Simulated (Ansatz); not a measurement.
Start from `CBBOC` and change one atom or group to get `CB[BH][AlH][NH2]`.

Ansatz, PBE0-D4/def2-TZVP geometries, multiplicity 1. Each molecule was computed in one conformer, which needn't be the lowest. `CB[BH][AlH][NH2]` holds a close contact that its SMILES doesn't draw: H···B 1.32 Å.

```json
{"property": "HOMO–LUMO gap (B3LYP/def2-TZVPP) / eV", "`CBBOC`": "5.72"}
{"property": "HOMO energy (PBE0/def2-TZVPP) / eV", "`CBBOC`": "-7.33"}
{"property": "HOMO energy (ωB97M-V/def2-TZVPP) / eV", "`CBBOC`": "-9.61"}
{"property": "HOMO–LUMO gap (PBE0/def2-TZVPP) / eV", "`CBBOC`": "6.09"}
{"property": "ideal-gas entropy at 298 K and 1 bar (rigid rotor, harmonic PBE0-D4/def2-TZVP) / J/(mol·K)", "`CBBOC`": "357"}
{"property": "HOMO energy (B3LYP/def2-TZVPP) / eV", "`CBBOC`": "-7.16"}
```

(1) What does the change do to each property? (Estimate.)

Answers

(1) Ansatz gave: 
```json
{"property": "HOMO–LUMO gap (B3LYP/def2-TZVPP) / eV", "`CB[BH][AlH][NH2]`": "5.13", "shift": "-0.59"}
{"property": "HOMO energy (PBE0/def2-TZVPP) / eV", "`CB[BH][AlH][NH2]`": "-6.60", "shift": "0.73"}
{"property": "HOMO energy (ωB97M-V/def2-TZVPP) / eV", "`CB[BH][AlH][NH2]`": "-8.68", "shift": "0.93"}
{"property": "HOMO–LUMO gap (PBE0/def2-TZVPP) / eV", "`CB[BH][AlH][NH2]`": "5.50", "shift": "-0.59"}
{"property": "ideal-gas entropy at 298 K and 1 bar (rigid rotor, harmonic PBE0-D4/def2-TZVP) / J/(mol·K)", "`CB[BH][AlH][NH2]`": "378", "shift": "21"}
{"property": "HOMO energy (B3LYP/def2-TZVPP) / eV", "`CB[BH][AlH][NH2]`": "-6.38", "shift": "0.78"}
```

With PBE0 the HOMO rises by 0.73 eV and the LUMO rises by 0.14 eV, so the gap narrows by about 0.59 eV. PBE moves the HOMO by 0.42 eV and ωB97M-V by 0.93 eV. Modes under 60 cm⁻¹, often nearly free rotors, make the harmonic entropy too high.

B3LYP here is the variant with VWN-RPA as its local correlation; programs differ in this.
